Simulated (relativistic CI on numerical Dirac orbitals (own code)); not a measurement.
What each ingredient does to the levels of Tm⁵⁰⁺

Base calculation: Dirac-Coulomb-Breit CI, KLI orbitals optimised for each configuration, model QED (radiative potential, 1s self-energy scaled to tabulated hydrogen-like ionisation energies), unscaled Slater integrals.

Configuration list (outside the closed core [Ne]): 3s²3p⁶3d, 3s²3p⁵3d², 3s3p⁶3d², 3s²3p⁶4s, 3s²3p⁶4p, 3s²3p⁶4d, 3s²3p⁵3d4s, 3s²3p⁶4f, 3s²3p⁵3d4p, 3p⁶3d³, 3p⁵3d⁴, 3p⁵3d³4s. Double excitations out of closed p, d and f shells are left out; levels of such configurations are missing from the list, as are those of other unlisted configurations, and high levels can miss mixing partners. These lack a partner that the ground configuration has and come out too high: 3s²3p⁵3d4p.

Variants: (1) only the first 3 configurations. Shifts of the energy above 3s²3p⁶3d ²D3/2, in eV, for the lowest level and the first level of each name with at least 55 % of one term (blank where a level changes its place among those of its configuration and J or its character, or is not in the variant):

| Level | Base | Δ(1) |
| --- | --- | --- |
| 3s²3p⁶3d ²D3/2 | 0.000 | 0.000 |
| 3s²3p⁶3d ²D5/2 | 55.594 | -0.002 |
| 3s²3p⁵3d² ⁴D°1/2 | 231.020 | -0.189 |
| 3s²3p⁵3d² ⁴G°9/2 | 285.131 | -0.193 |
| 3s²3p⁵3d² ²H°11/2 | 295.068 | -0.192 |
| 3s²3p⁵3d² ²G°9/2 | 311.078 | -0.192 |
| 3s²3p⁵3d² ²F°5/2 | 335.515 | +0.100 |
| 3s²3p⁵3d² ⁴G°11/2 | 341.570 | -0.190 |
| 3s²3p⁵3d² ²P°1/2 | 341.947 | -0.149 |
| 3s3p⁶3d² ⁴F3/2 | 677.332 | -0.314 |
| 3s3p⁶3d² ⁴P1/2 | 703.875 | -0.268 |
| 3s3p⁶3d² ⁴F7/2 | 730.340 | -0.343 |
| 3s3p⁶3d² ⁴P3/2 | 740.947 | -0.342 |
| 3s3p⁶3d² ²G9/2 | 745.026 | -0.278 |

At this charge energies of transitions that change n are usually good to better than 1 %, and those within a shell (Δn = 0) to a few per cent.

Ionisation energy from the two ground configurations alone: base 4460.35 eV. The NIST ASD value (theoretical) is 4461 eV.

LS names give the leading component of a level, which can be under half, so a name can repeat, a term be missing and a line seem to break the LS rules.
